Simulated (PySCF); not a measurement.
C₇H₁₃F.
Z-matrix (Å and degrees, PBE0-D3(BJ)/def2-SVP geometry), rows numbered from 1:
```
C 
C   1  1.3307
F   2  1.3428  1  119.58
C   2  1.4880  1  128.37  3   179.84
C   4  1.5364  2  113.94  1  -118.50
C   5  1.5237  4  109.99  2  -168.85
C   5  1.5298  4  111.06  2    65.84
C   7  1.5204  5  114.76  4  -171.59
H   1  1.0915  2  120.72  3     0.53
H   1  1.0897  2  119.94  3  -179.60
H   4  1.1017  2  109.02  1     4.98
H   4  1.1045  2  107.75  1   120.67
H   5  1.1054  4  106.93  2   -51.60
H   6  1.1011  5  111.27  4    57.13
H   6  1.1031  5  110.87  4   -62.65
H   6  1.0996  5  111.83  4   177.24
H   7  1.1061  5  108.60  4    65.11
H   7  1.1031  5  108.61  4   -49.28
H   8  1.1008  7  112.27  5   -62.56
H   8  1.1021  7  111.10  5    57.82
H   8  1.1005  7  111.12  5   177.44
```

Computed with PySCF 2.14.0, delta-SCF UKS SCAN, pcX-2 on the ionised atom, pcseg-1 elsewhere, spin-free X2C. The ground state was rerun for each ionised atom, in the same mixed basis as its hole state.

```json
{"ionised atom": "C1", "basis functions": "208", "E(ionised) (Eh)": "-363.71468", "binding energy (eV)": "290.074"}
{"ionised atom": "C2", "basis functions": "208", "E(ionised) (Eh)": "-363.62066", "binding energy (eV)": "292.752"}
{"ionised atom": "C4", "basis functions": "208", "E(ionised) (Eh)": "-363.68395", "binding energy (eV)": "290.868"}
{"ionised atom": "C5", "basis functions": "208", "E(ionised) (Eh)": "-363.69693", "binding energy (eV)": "290.529"}
{"ionised atom": "C6", "basis functions": "208", "E(ionised) (Eh)": "-363.69637", "binding energy (eV)": "290.499"}
{"ionised atom": "C7", "basis functions": "208", "E(ionised) (Eh)": "-363.70167", "binding energy (eV)": "290.379"}
{"ionised atom": "C8", "basis functions": "208", "E(ionised) (Eh)": "-363.69640", "binding energy (eV)": "290.502"}
{"ionised atom": "F3", "basis functions": "208", "E(ionised) (Eh)": "-348.96298", "binding energy (eV)": "692.727"}
```

Fill in the total energy of each ground state.

With binding energy = E(ionised) − E(ground) and 27.2114 eV a hartree:

| atom | binding energy (Eh) | E(ground) (Eh) |
| --- | --- | --- |
| C1 | 10.6600 | -374.3747 |
| C2 | 10.7584 | -374.3791 |
| C4 | 10.6892 | -374.3732 |
| C5 | 10.6767 | -374.3737 |
| C6 | 10.6757 | -374.3720 |
| C7 | 10.6712 | -374.3729 |
| C8 | 10.6757 | -374.3721 |
| F3 | 25.4572 | -374.4202 |

How much do the ground-state energies differ, and what would follow from using one of them for all holes?

They run from -374.4202 Eh (core basis on F3) to -374.3720 Eh (on C6), 0.0482 Eh or 1.31 eV apart, though the state is the same; only basis and grid differ. Pairing the ion of C6 with the ground state of F3 would put its binding energy 1.31 eV too high.

Lowest listed C 1s: C1, bonded to C (double bond) and 2 H. Highest, 2.68 eV above it: C2, bonded to F, C (double bond) and C. The widest gap between neighbouring values is 1.88 eV, between 290.87 and 292.75 eV. The values 290.50, 290.50 and 290.53 eV lie too close for their order to be trusted.

Only 1s holes are shown. The unrestricted hole states depart most from a pure doublet (⟨S²⟩ = 0.75; over 0.85 named) for C 1s of C2 (0.85), which makes this value less certain. Isolated species at its PBE0-D3(BJ)/def2-SVP geometry (one conformer only).

On one thread, AMD EPYC (x86_64), shared host with 64 logical CPUs at a one-minute load of 55, this took 6.2 min of wall time and 0.64 GiB of memory at its peak.
